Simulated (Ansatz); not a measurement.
Basis-set extrapolation for CH₃AlClNS (`N=[CH][Al]([SH])[Cl]`) (PBE0-D4/def2-TZVP geometry, frozen core, Ansatz 0.2.0). Multiplicity 1, RHF reference.

```tsv
	def2-TZVPP	def2-QZVPP
HF	-1193.183687	-1193.218499
MP2 correlation	-0.791808	-0.857809
CCSD(T) correlation	-0.879740	not run
```

Energies in hartree. Use E(X) = E(∞) + A·exp(−7.88·√X) for Hartree–Fock and E(X) = E(∞) + B·X^(−2.97) for correlation, with X = 3 and 4, and add CCSD(T) minus MP2 of the smaller set to the MP2 limit.

Question: What is the CCSD(T) energy at the basis-set limit?

Answer: HF limit: -1193.218499 + (-0.034812) × 0.13774 = -1193.22329. MP2 limit: -0.857809 + (-0.066001) × 0.74074 = -0.90670. Higher-order term: -0.879740 − (-0.791808) = -0.08793. Total: -1194.21792 hartree, 405.6 kJ/mol below CCSD(T)/def2-TZVPP.
